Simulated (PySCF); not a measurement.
**Unknowns**

[PySCF 2.14: NMR shieldings at PBE0/pcSseg-1/GIAO; GFN2-xTB geometry; isolated molecule; one conformer; relativity neglected; fast rotation and ring inversion assumed for equivalent nuclei]

Chemical shifts δ = σref − σ; 1H (σref 31.72) and 13C (σref 186.93) against TMS, all at this level. Splittings of carbon signals by F and P are missing where no couplings were computed. Where no couplings were computed, multiplicities follow the n + 1 count of equivalent neighbours, and m marks all less simple cases (inequivalent or close neighbours, rings, F or P nearby). Shifts are as computed. Against solution values, carbons near 30 ppm lie about +3 ppm off and those near 130 ppm about +5 ppm. Of 1211 compounds with measured shifts, 218 miss one by over three times the rms of a fit or turn the order of signals round; such compounds aren't used in these exercises.

Task: C7H6N4. 1H NMR (400 MHz, computed): δ 8.65 (s, 1H), 1.91 (m, 1H), 1.75 (m, 2H), 1.49 (m, 2H). 13C{1H} NMR (computed): δ 171.4 (C), 151.3 (CH), 150.3 (C), 121.2 (C), 19.8 (CH2), 17.9 (CH). Identify the compound.

Result: SMILES N#Cc1ncc(C2CC2)nn1. The formula gives 7 degrees of unsaturation (2 rings in the answer). 6 carbon signals for 7 carbons: some carbons are equivalent by symmetry or fast rotation. Carbon types of the structure: 3 × C, 2 × CH, 2 × CH2, which accounts for all hydrogens. δC 171.4, 150.3: substituted aromatic carbon next to a ring nitrogen. δC 151.3: aromatic CH next to a ring nitrogen; the adjacent pyridine-type nitrogen withdraws density from it. δC 121.2: nitrile carbon; C≡N carbons fall here, among the sp2 signals but without a proton. δH 8.65: hydrogen on an aromatic CH next to a ring nitrogen; ring current plus the neighbouring ring nitrogen.

The shifts were computed for this structure.

Task: C3H11NP2Si. 1H NMR (500 MHz, computed): δ 6.17 (m, 1H), 6.03 (m, 1H), 4.09 (m, 1H), 3.94 (m, 1H), 2.78 (s, 3H), 1.24 (m, 4H). 13C{1H} NMR (computed): δ 145.5 (CH), 87.3 (CH2), 34.2 (CH3). What is it?

Result: `C=CN(C)[SiH](P)P`. 3 carbon signals for 3 carbons: no two carbons are equivalent. Carbon types of the structure: 1 × CH, 1 × CH2, 1 × CH3, leaving 5 H on heteroatoms. δC 145.5: alkene carbon bearing nitrogen; an sp2 carbon further deshielded by the attached heteroatom. δC 87.3: β carbon of an enol-ether or enamine type C=C; the O or N lone pair pushes π density onto this β carbon and shields it. δC 34.2: methyl carbon bonded to N; the inductive effect lowers its shielding. δH 4.09, 3.94: hydrogen on a β carbon of an enol-ether or enamine type C=C; lone-pair donation from O or N shields it, upfield of ordinary alkene protons.

The data come from this structure; uniqueness wasn't tested.
